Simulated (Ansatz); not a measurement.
`[SeH][SiH2]Br` + CH₃OH → `OC[SiH2]Br` + H₂Se  (formal exchange of groups at the Si–Se bond)

Computed with Ansatz on PBE0-D4/def2-TZVP structures; ΔE is electronic, products minus reactants. CBS: MP2 limit from def2 TZ/QZ plus the TZ coupled-cluster correction, frozen cores. This one scheme is used for every species. DFT in def2-TZVPP. B3LYP here is the variant with VWN-RPA as its local correlation; programs differ in this. HSE06 is defined as in plane-wave codes. For Br, Se outer-core shells are correlated without core-valence functions, which leaves a few kJ/mol of doubt a bond. Scalar relativity is left out up to krypton. Each species was taken in one conformer, which may not be the lowest.

```csv
level,ΔE (kJ/mol),difference from CCSD(T)/CBS
LDA (SPW92),61.5,-12.2
PBE-D4,70.0,-3.7
revPBE-D4,69.2,-4.5
r2SCAN-D4,71.4,-2.3
B97M-V,68.1,-5.6
B3LYP-D4,70.2,-3.5
r2SCANh-D4,72.5,-1.2
r2SCAN0-D4,73.9,0.2
HSE06-D4,73.4,-0.3
ωB97X-V,68.2,-5.5
ωB97M-V,67.5,-6.2
B2PLYP,72.3,-1.4
PBE-QIDH,75.4,1.7
PBE,70.8,-2.9
revPBE,73.9,0.2
BLYP,69.3,-4.4
r2SCAN,71.9,-1.8
PBE0,73.7,0.0
B3LYP,71.2,-2.5
r2SCANh,72.9,-0.8
r2SCAN0,74.3,0.6
HSE06,73.9,0.2
BHLYP,73.0,-0.7
CAM-B3LYP,67.0,-6.7
LC-ωPBE,69.6,-4.1
RPA@PBE/def2-TZVPP,66.6,-7.1
HF/def2-SVP,72.3,-1.4
MP2/def2-SVP,68.2,-5.5
CCSD/def2-SVP,63.9,-9.8
CCSD(T)/def2-SVP,63.1,-10.6
HF/def2-TZVPP,77.4,3.7
MP2/def2-TZVPP,75.3,1.6
SCS-MP2/def2-TZVPP,73.8,0.1
CCSD/def2-TZVPP,69.8,-3.9
CCSD(T)/def2-TZVPP,69.2,-4.5
MP2/def2-QZVPP,77.9,4.2
SCS-MP2/def2-QZVPP,76.0,2.3
HF/CBS(def2),77.5,3.8
MP2/CBS(def2),79.7,6.0
CCSD/CBS(def2),74.3,0.6
CCSD(T)/CBS,73.7,0
```

(1) What do rigid-rotor, harmonic-oscillator terms from PBE0-D4/def2-TZVP frequencies (298.15 K, 1 bar) make of the CCSD(T)/CBS value? (An estimate is asked.)

Largest T1 diagnostic among the species: 0.009.

Answers

(1) The calculation gave: ΔZPE = -10.5 kJ/mol, ΔH = +63.8 kJ/mol, ΔS = -15 J/(mol·K), ΔG = +68.2 kJ/mol.

From BLYP to BHLYP (50 % exact exchange), in def2-TZVPP and without D4, ΔE moves by +3.7 kJ/mol. At CCSD(T), def2-SVP lies −10.6 kJ/mol from the extrapolated value and def2-TZVPP −4.5 kJ/mol.
